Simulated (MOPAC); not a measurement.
A run for MOPAC: PM7 on C2H6FGa (SMILES C[CH2][GaH][F]).

```
PM7 1SCF PRECISE CHARGE=0 THREADS=1
C2H6FGa

C     -1.19439599 1     0.53227411 1    -0.05515291 1
C     -0.24610109 1    -0.66770814 1    -0.12545140 1
Ga     1.65858337 1    -0.23003469 1     0.15104962 1
F      1.96404943 1     1.50020127 1     0.43987939 1
H     -1.14156567 1     1.02930481 1     0.91420158 1
H     -2.23077612 1     0.22473445 1    -0.21563401 1
H     -0.94976061 1     1.28188346 1    -0.80862012 1
H     -0.32188267 1    -1.17373387 1    -1.09296326 1
H     -0.51250251 1    -1.42457592 1     0.61892625 1
H      2.97435183 1    -1.07234547 1     0.17376483 1
```

It printed:

```
*******************************************************************************
 **                                                                           **
 **                              MOPAC v23.2.5                                **
 **                                                                           **
 *******************************************************************************
 ** MOPAC's Digital Object Identifier: https://doi.org/10.5281/zenodo.6511958 **
 **                                                                           **
 ** Please cite the open-source release paper for use of this MOPAC version:  **
 ** J. E. Moussa and J. J. P. Stewart (2026)                                  **
 ** MOPAC: An open-source semiempirical molecular orbital program             **
 ** J. Open Source Softw., 11(119), 8025, https://doi.org/10.21105/joss.08025 **
 *******************************************************************************

                              PM7 CALCULATION RESULTS

 *******************************************************************************
 *  PM7        - The PM7 Hamiltonian to be used
 *
 *
 *
 *                 CHARGE ON SYSTEM = 0
 *
 *
 *
 *  PRECISE    - TIGHTER CRITERIA TO BE USED
 *  1SCF       - DO 1 SCF AND THEN STOP
 *  THREADS=1  - MULTI-THREADING NOT USED
 *  T=         - A TIME OF 172800.0 SECONDS REQUESTED
 *  DUMP=N     - RESTART FILE WRITTEN EVERY 7200.0 SECONDS REQUESTED
 *******************************************************************************
PM7 1SCF PRECISE CHARGE=0 THREADS=1
 C2H6FGa

   ATOM   CHEMICAL          X               Y               Z
  NUMBER   SYMBOL      (ANGSTROMS)     (ANGSTROMS)     (ANGSTROMS)

     1       C         -1.19439599  *   0.53227411  *  -0.05515291  *
     2       C         -0.24610109  *  -0.66770814  *  -0.12545140  *
     3      Ga          1.65858337  *  -0.23003469  *   0.15104962  *
     4       F          1.96404943  *   1.50020127  *   0.43987939  *
     5       H         -1.14156567  *   1.02930481  *   0.91420158  *
     6       H         -2.23077612  *   0.22473445  *  -0.21563401  *
     7       H         -0.94976061  *   1.28188346  *  -0.80862012  *
     8       H         -0.32188267  *  -1.17373387  *  -1.09296326  *
     9       H         -0.51250251  *  -1.42457592  *   0.61892625  *
    10       H          2.97435183  *  -1.07234547  *   0.17376483  *



          CARTESIAN COORDINATES

    NO.       ATOM           X           Y           Z

     1         C         -1.1944      0.5323     -0.0552
     2         C         -0.2461     -0.6677     -0.1255
     3        Ga          1.6586     -0.2300      0.1510
     4         F          1.9640      1.5002      0.4399
     5         H         -1.1416      1.0293      0.9142
     6         H         -2.2308      0.2247     -0.2156
     7         H         -0.9498      1.2819     -0.8086
     8         H         -0.3219     -1.1737     -1.0930
     9         H         -0.5125     -1.4246      0.6189
    10         H          2.9744     -1.0723      0.1738

 General Reference for PM7:
 "Optimization of Parameters for Semiempirical Methods VI: More Modifications to the
 NDDO Approximations and Re-optimization of Parameters", J. J. P. Stewart, J. Mol. Mod., 1:32, 19 (2013)
 https://link.springer.com/article/10.1007/s00894-012-1667-x

           Empirical Formula: C2 H6 Ga F  =    10 atoms



      MOLECULAR POINT GROUP   :   Cs


      RHF CALCULATION, NO. OF DOUBLY OCCUPIED LEVELS = 12


 -------------------------------------------------------------------------------
 PM7 1SCF PRECISE CHARGE=0 THREADS=1
 C2H6FGa



     1SCF WAS SPECIFIED, SO BFGS WAS NOT USED
     SCF FIELD WAS ACHIEVED


                              PM7 CALCULATION
                                                       MOPAC v23.2.5 Linux




          FINAL HEAT OF FORMATION =        -88.34170 KCAL/MOL =    -369.62168 KJ/MOL


          COSMO AREA              =        115.93 SQUARE ANGSTROMS
          COSMO VOLUME            =        102.06 CUBIC ANGSTROMS

          IONIZATION POTENTIAL    =         10.673441 EV
          HOMO LUMO ENERGIES (EV) =        -10.673  0.676
          NO. OF FILLED LEVELS    =         12
          MOLECULAR WEIGHT        =        118.8028         POINT GROUP:  Cs

          MOLECULAR DIMENSIONS (Angstroms)

            Atom       Atom       Distance
            H    10    H     6     5.37842
            F     4    H     8     3.45080
            H     7    H     9     2.26089


          SCF CALCULATIONS        =          1





   ATOM   CHEMICAL          X               Y               Z
  NUMBER   SYMBOL      (ANGSTROMS)     (ANGSTROMS)     (ANGSTROMS)

     1       C         -1.19439599  *   0.53227411  *  -0.05515291  *
     2       C         -0.24610109  *  -0.66770814  *  -0.12545140  *
     3      Ga          1.65858337  *  -0.23003469  *   0.15104962  *
     4       F          1.96404943  *   1.50020127  *   0.43987939  *
     5       H         -1.14156567  *   1.02930481  *   0.91420158  *
     6       H         -2.23077612  *   0.22473445  *  -0.21563401  *
     7       H         -0.94976061  *   1.28188346  *  -0.80862012  *
     8       H         -0.32188267  *  -1.17373387  *  -1.09296326  *
     9       H         -0.51250251  *  -1.42457592  *   0.61892625  *
    10       H          2.97435183  *  -1.07234547  *   0.17376483  *

                             CARTESIAN COORDINATES

   1    C       -1.194395990     0.532274110    -0.055152910
   2    C       -0.246101090    -0.667708140    -0.125451400
   3   Ga        1.658583370    -0.230034690     0.151049620
   4    F        1.964049430     1.500201270     0.439879390
   5    H       -1.141565670     1.029304810     0.914201580
   6    H       -2.230776120     0.224734450    -0.215634010
   7    H       -0.949760610     1.281883460    -0.808620120
   8    H       -0.321882670    -1.173733870    -1.092963260
   9    H       -0.512502510    -1.424575920     0.618926250
  10    H        2.974351830    -1.072345470     0.173764830


           Empirical Formula: C2 H6 Ga F  =    10 atoms



      MOLECULAR POINT GROUP   :   Cs


                  EIGENVALUES
 -36.99642 -27.35355 -21.90481 -17.79734 -15.30253 -14.48297 -13.63959 -13.59824
 -13.33539 -12.48584 -12.15512 -10.67344   0.67557   2.31531   2.52156   3.29201
   4.32862   5.32571   5.87059   6.02617   6.43716   7.07517


              NET ATOMIC CHARGES AND DIPOLE CONTRIBUTIONS

  ATOM NO.   TYPE          CHARGE      No. of ELECS.   s-Pop       p-Pop
    1          C          -0.404644        4.4046     1.04495     3.35969
    2          C          -0.441092        4.4411     1.05373     3.38736
    3         Ga           0.570397        2.4296     1.18495     1.24465
    4          F          -0.525108        7.5251     1.96447     5.56063
    5          H           0.147215        0.8528     0.85279
    6          H           0.137533        0.8625     0.86247
    7          H           0.147196        0.8528     0.85280
    8          H           0.147858        0.8521     0.85214
    9          H           0.147857        0.8521     0.85214
   10          H           0.072788        0.9272     0.92721
 DIPOLE           X         Y         Z       TOTAL
 POINT-CHG.    -0.072    -4.472    -0.666     4.521
 HYBRID        -0.361     0.879     0.089     0.955
 SUM           -0.433    -3.592    -0.577     3.664


          ATOMIC ORBITAL ELECTRON POPULATIONS

     Atom    s        px        py        pz
    1  C   1.04495   1.10234   1.07452   1.18283
    2  C   1.05373   1.11970   1.09600   1.17167
    3 Ga   1.18495   0.74652   0.43127   0.06686
    4  F   1.96447   1.97457   1.63230   1.95376
    5  H   0.85279
    6  H   0.86247
    7  H   0.85280
    8  H   0.85214
    9  H   0.85214
   10  H   0.92721

 **********************
 *                    *
 * JOB ENDED NORMALLY *
 *                    *
 **********************




 == MOPAC DONE ==
```

The run finished.

Cost: very roughly 0.020 core-seconds.
